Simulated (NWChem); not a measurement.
System: H$_{2}$BO$_{3}$ anion

NWChem input:

```
start job
memory heap 200 mb stack 900 mb global 1100 mb
charge -1
geometry units angstroms
  O      1.355277    -0.448885     0.026066
  B      0.161015    -0.053300     0.003127
  O     -1.017453    -0.943240    -0.047452
  O     -0.255515     1.364313     0.022916
  H     -1.826191    -0.429450    -0.039364
  H     -1.210239     1.433843    -0.019162
end
basis spherical
  * library def2-svpd
end
dft
  xc b3lyp
  iterations 150
end
driver
  maxiter 120
end
task dft optimize
task dft freq
```

Output (shortened):

```
             Northwest Computational Chemistry Package (NWChem) 7.3.0
             --------------------------------------------------------

 C1  symmetry detected

                             Geometry "geometry" -> ""
                             -------------------------

 Output coordinates in angstroms (scale by  1.889725989 to convert to a.u.)

  No.       Tag          Charge          X              Y              Z
 ---- ---------------- ---------- -------------- -------------- --------------
    1 O                    8.0000     0.00540141    -1.48131078    -0.00000949
    2 B                    5.0000     0.00098775    -0.22303580     0.00003586
    3 O                    8.0000    -1.21781628     0.61234084    -0.00089822
    4 O                    8.0000     1.21327564     0.62187413     0.00089052
    5 H                    1.0000    -0.98703042     1.54212561     0.01756509
    6 H                    1.0000     0.97520543     1.54981989    -0.01760679

 Effective nuclear repulsion energy (a.u.)     105.2661776544

                                Z-matrix (autoz)
                                --------

 Units are Angstrom for bonds and degrees for angles

      Type          Name      I     J     K     L     M      Value
      ----------- --------  ----- ----- ----- ----- ----- ----------
    1 Stretch                  1     2                       1.25828
    2 Stretch                  2     3                       1.47761
    3 Stretch                  2     4                       1.47767
    4 Stretch                  3     5                       0.95818
    5 Stretch                  4     6                       0.95818
    6 Bend                     1     2     3               124.62797
    7 Bend                     1     2     4               124.67378
    8 Bend                     2     3     5               110.48238
    9 Bend                     2     4     6               110.48084
   10 Bend                     3     2     4               110.69825
   11 Torsion                  1     2     3     5         178.83535
   12 Torsion                  1     2     4     6         178.82724
   13 Torsion                  3     2     4     6          -1.16698
   14 Torsion                  4     2     3     5          -1.17043

                           NWChem Geometry Optimization
                           ----------------------------

 maximum gradient threshold         (gmax) =   0.000450
 rms gradient threshold             (grms) =   0.000300
 maximum cartesian step threshold   (xmax) =   0.001800
 rms cartesian step threshold       (xrms) =   0.001200
 fixed trust radius                (trust) =   0.300000
 source of zmatrix                         =   autoz

          -------------------
          Energy Minimization
          -------------------

 Using diagonal initial Hessian
 Scaling for Hessian diagonals: bonds = 1.00  angles = 0.25  torsions = 0.10

          --------
          Step   0

                                 NWChem DFT Module
                                 -----------------

 Summary of "ao basis" -> "ao basis" (spherical)
 ------------------------------------------------------------------------------
       Tag                 Description            Shells   Functions and Types
 ---------------- ------------------------------  ------  ---------------------
 O                         def2-svpd                 9       23   4s3p2d
 B                         def2-svpd                 8       20   4s2p2d
 H                         def2-svpd                 4        8   2s2p

            General Information
            -------------------
          SCF calculation type: DFT
          Wavefunction type:  closed shell.
          No. of atoms     :     6
          No. of electrons :    32
           Alpha electrons :    16
            Beta electrons :    16
          Charge           :    -1
          Spin multiplicity:     1
          Use of symmetry is: off; symmetry adaption is: off
          Maximum number of iterations: 150
          AO basis - number of functions:   105
                     number of shells:    43
          Convergence on energy requested:  1.00D-06
          Convergence on density requested:  1.00D-05
          Convergence on gradient requested:  5.00D-04

[...]

      ----------------------
      Optimization converged
      ----------------------

  Step       Energy      Delta E   Gmax     Grms     Xrms     Xmax
  ---- ---------------- -------- -------- -------- -------- --------
@    4    -251.74042619  7.5D-08  0.00005  0.00002  0.00021  0.00061
                                     ok       ok       ok       ok

                                Z-matrix (autoz)
                                --------

 Units are Angstrom for bonds and degrees for angles

      Type          Name      I     J     K     L     M      Value     Gradient
      ----------- --------  ----- ----- ----- ----- ----- ---------- ----------
    1 Stretch                  1     2                       1.28051    0.00005
    2 Stretch                  2     3                       1.46042    0.00001
    3 Stretch                  2     4                       1.46041    0.00001
    4 Stretch                  3     5                       0.96108   -0.00002
    5 Stretch                  4     6                       0.96109   -0.00002
    6 Bend                     1     2     3               123.87863   -0.00000
    7 Bend                     1     2     4               123.87903   -0.00000
    8 Bend                     2     3     5               113.65060    0.00000
    9 Bend                     2     4     6               113.64993    0.00000
   10 Bend                     3     2     4               112.24234    0.00000
   11 Torsion                  1     2     3     5         178.81694   -0.00001
   12 Torsion                  1     2     4     6         178.81530   -0.00001
   13 Torsion                  3     2     4     6          -1.18478   -0.00001
   14 Torsion                  4     2     3     5          -1.18298   -0.00001

                         Geometry "geometry" -> "geometry"
                         ---------------------------------

 Output coordinates in angstroms (scale by  1.889725989 to convert to a.u.)

  No.       Tag          Charge          X              Y              Z
 ---- ---------------- ---------- -------------- -------------- --------------
    1 O                    8.0000     0.00570236    -1.48805192     0.00000667
    2 B                    5.0000     0.00080709    -0.20755456     0.00000210
    3 O                    8.0000    -1.21476468     0.60189311    -0.00029057
    4 O                    8.0000     1.21014558     0.61116956     0.00029085
    5 H                    1.0000    -1.04783391     1.54819400     0.01792351
    6 H                    1.0000     1.03596710     1.55616369    -0.01795559

 Effective nuclear repulsion energy (a.u.)     105.2202535387

                Final and change from initial internal coordinates
                --------------------------------------------------

                                Z-matrix (autoz)
                                --------

 Units are Angstrom for bonds and degrees for angles

[...]

 Rotational Constants
 --------------------
 A=   0.342526 cm-1  (  0.492807 K)
 B=   0.322262 cm-1  (  0.463653 K)
 C=   0.166045 cm-1  (  0.238896 K)

 Temperature                      =   298.15K
 frequency scaling parameter      =   1.0000

 Zero-Point correction to Energy  =   21.728 kcal/mol  (  0.034626 au)
 Thermal correction to Energy     =   24.660 kcal/mol  (  0.039298 au)
 Thermal correction to Enthalpy   =   25.252 kcal/mol  (  0.040242 au)

 Total Entropy                    =   68.763 cal/mol-K
   - Translational                =   38.228 cal/mol-K (mol. weight =  61.0097)
   - Rotational                   =   23.980 cal/mol-K (symmetry #  =        1)
   - Vibrational                  =    6.555 cal/mol-K

 Cv (constant volume heat capacity) =   14.798 cal/mol-K
   - Translational                  =    2.979 cal/mol-K
   - Rotational                     =    2.979 cal/mol-K
   - Vibrational                    =    8.839 cal/mol-K

[normal modes left out]

 ----------------------------------------------------------------------------
 Normal Eigenvalue ||           Projected Infra Red Intensities
  Mode   [cm**-1]  || [atomic units] [(debye/angs)**2] [(KM/mol)] [arbitrary]
 ------ ---------- || -------------- ----------------- ---------- -----------
    1       -0.000 ||    0.016442           0.379        16.029       1.881
    2        0.000 ||    0.000020           0.000         0.019       0.002
    3        0.000 ||    0.030129           0.695        29.371       3.446
    4        0.000 ||    0.043549           1.005        42.453       4.982
    5        0.000 ||    0.000026           0.001         0.025       0.003
    6        0.000 ||    0.000226           0.005         0.220       0.026
    7      108.513 ||    0.000137           0.003         0.133       0.016
    8      418.019 ||    0.171581           3.959       167.265      19.627
    9      466.386 ||    0.006100           0.141         5.947       0.698
   10      476.812 ||    0.000395           0.009         0.385       0.045
   11      679.347 ||    0.032270           0.744        31.458       3.691
   12      774.338 ||    0.047804           1.103        46.601       5.468
   13      828.933 ||    0.000089           0.002         0.086       0.010
   14     1059.717 ||    0.055865           1.289        54.459       6.390
   15     1069.213 ||    0.599147          13.823       584.078      68.537
   16     1604.590 ||    0.566315          13.065       552.072      64.781
   17     3849.439 ||    0.000970           0.022         0.946       0.111
   18     3871.149 ||    0.002494           0.058         2.431       0.285
 ----------------------------------------------------------------------------
```

Level: B3LYP/def2-SVPD. B3LYP is NWChem's, with the RPA form of VWN correlation. The printed entropy takes a lower symmetry number than the molecule has.
